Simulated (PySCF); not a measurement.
Antimony: a sound run and one with changed settings

Sound run: Sb⁺ [Kr] 4d10 5s2 5p2, Sb²⁺ [Kr] 4d10 5s2 5p1. Calculation: PySCF 2.14, in cc-pVTZ-PP with ECP28MDF (5s4p3d1f, 39 functions); scalar relativity through the core potential. The sound run starts from symmetry-adapted Hartree-Fock orbitals and uses a fine grid where one is needed.

A second run was set up differently.

| species | method | sound run (hartree) | changed run (hartree) | converged |
| --- | --- | --- | --- | --- |
| Sb⁺ | UHF | -238.96184 | -238.96184 | yes |
| Sb⁺ | BP86 | -240.00214 | -240.00280 | yes |
| Sb⁺ | PBE0 | -239.89030 | -239.89081 | yes |
| Sb²⁺ | UHF | -238.37372 | -238.37372 | yes |
| Sb²⁺ | BP86 | -239.39234 | -239.39221 | yes |
| Sb²⁺ | PBE0 | -239.28275 | -239.28269 | yes |

Ionisation energy of Sb⁺:

```csv
method,sound run (eV),changed run (eV)
UHF,16.004,16.004
BP86,16.593,16.615
PBE0,16.532,16.548
```

Question: What was changed?
A. minimal basis
B. angular grid far too coarse
C. all electrons correlated in a valence basis
D. too few SCF iterations

Answer: B. It used 14 angular points. A coarse angular grid integrates products of high-l functions wrongly, so density functionals can shift, and the SCF can exploit the error; Hartree-Fock and MP2 need no grid.
